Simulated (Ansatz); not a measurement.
Single points on fac-FeF3(NH3)3 (FeN₃F₃H₉).

```yaml
crystal:
  periodic: [false, false, false]
  atoms:
    - {symbol: F, position_ang: [0.230940, 0.207114, 2.322378]}
    - {symbol: F, position_ang: [2.323961, 0.235421, 0.178730]}
    - {symbol: F, position_ang: [0.179193, 2.327209, 0.206174]}
    - {symbol: Fe, position_ang: [0.506663, 0.513665, 0.501974]}
    - {symbol: N, position_ang: [0.482544, 0.515286, -1.774615]}
    - {symbol: N, position_ang: [-1.769562, 0.487379, 0.528582]}
    - {symbol: N, position_ang: [0.536052, -1.763191, 0.502748]}
    - {symbol: H, position_ang: [1.496367, 0.366988, -1.874333]}
    - {symbol: H, position_ang: [0.303023, 1.524229, -1.870456]}
    - {symbol: H, position_ang: [-0.024791, -0.005624, -2.498215]}
    - {symbol: H, position_ang: [-2.498013, -0.026856, 0.021368]}
    - {symbol: H, position_ang: [-1.872288, 1.499296, 0.369698]}
    - {symbol: H, position_ang: [-1.854154, 0.319336, 1.540507]}
    - {symbol: H, position_ang: [1.546477, -1.847049, 0.325458]}
    - {symbol: H, position_ang: [0.025759, -2.499240, 0.002610]}
    - {symbol: H, position_ang: [0.387849, -1.853982, 1.517405]}
basis:
  gaussian: {orbitals: def2-TZVP, initial_orbitals: start.molden}
magnetization: {spin_polarized: true, initial_magnetization: 5}
hamiltonian: {xc: {name: revPBE}, dispersion: d4}
scf: {omitted_lower_state_checks: [starts]}
output: {orbitals: {seedname: orbitals}}
```

The file start.molden holds the orbitals of an earlier run on this structure, at another level or in another basis.

```sh
$ ansatz run in.yaml --threads 4 --pin off --events-out ev --progress --plain --max-ram 4787MiB
```

It prints (some lines left out):

```
Functional definition: revPBE
1765 factors; their error is unknown
mean field evaluation 1: about -47158.2899 eV, gradient 1.1e1 eV
mean field evaluation 2: about -47158.6692 eV, gradient 9.6e-1 eV
mean field evaluation 4: about -47158.6272 eV, gradient 3.2e-1 eV
mean field evaluation 8: about -47158.6275 eV, gradient 1.7e-5 eV
mean field -47158.62745085 eV, -1733.0475935530 hartree, gradient 1.7e-5 eV, S^2 8.754129; 0 other end points of the search recorded, 0 dependent functions left out
reference -47158.62751243 eV, -1733.0475958159 hartree; 44, 39 occupied and 241, 246 virtual orbitals, 1765 factors
Total energy: -47159.61262234 eV, -1733.0837979376 hartree
Checks for a lower state left out: starts
```

Hardware: 4 threads of INTEL XEON PLATINUM 8581C on a shared host. Wall time 3.5 s, peak host memory 0.55 GiB.

As the first input, with `hamiltonian: {xc: pbe}`, `correlation: {method: rpa}` and without the key `output` (abridged; 11 s):

```
Functional definition: PBE
mean field -47146.04093036 eV, -1732.5850474566 hartree, gradient 3.2e-6 eV, S^2 8.754065
11 core orbitals not correlated: weight in the atoms' cores, before any rotation towards them, 1.000 or more for the frozen orbitals, at most 0.000 for the correlated occupied ones
Total energy: -47142.95321909 eV, -1732.4715761602 hartree
Checks for a lower state left out: starts
```

First input, but with `hamiltonian: {xc: pbe, dispersion: d4}`, `output: {forces: true, orbitals: {seedname: orbitals}}` (abridged; 3.8 s):

```
Functional definition: PBE
mean field -47146.04114435 eV, -1732.5850553203 hartree, gradient 1.7e-5 eV, S^2 8.754065
Total energy: -47146.37721109 eV, -1732.5974055452 hartree
Atom 0 force     0.051082     0.052411     0.120638 eV/Å
Atom 1 force     0.120736     0.052246     0.050870 eV/Å
Atom 2 force     0.050776     0.122169     0.049787 eV/Å
Atom 3 force    -0.061233    -0.063431    -0.061472 eV/Å
Atom 4 force     0.103989     0.105327    -0.223110 eV/Å
Atom 5 force    -0.222229     0.105105     0.106293 eV/Å
Atom 6 force     0.108562    -0.219568     0.106655 eV/Å
Atom 7 force    -0.249252     0.019967    -0.075737 eV/Å
Atom 8 force     0.025809    -0.247126    -0.072766 eV/Å
Atom 9 force     0.120265     0.124049     0.204972 eV/Å
Atom 10 force     0.206434     0.121945     0.120781 eV/Å
Atom 11 force    -0.074977    -0.249373     0.023885 eV/Å
Atom 12 force    -0.075578     0.023059    -0.246804 eV/Å
Atom 13 force    -0.246262    -0.076547     0.026344 eV/Å
Atom 14 force     0.120746     0.207754     0.117968 eV/Å
Atom 15 force     0.021132    -0.077986    -0.248306 eV/Å
Dipole moment:    -0.973151    -0.985137    -0.963354 e Å
Checks for a lower state left out: starts
```

Geometry: PBE-D4/def2-SVP.

Correlated methods freeze 11 core orbitals; core or outer-core shells of Fe are correlated, in sets that lack core-valence functions. Another isomer (sextet) lies 0.04 eV lower at PBE0-D4/def2-TZVP; other spin states weren't run for this one.
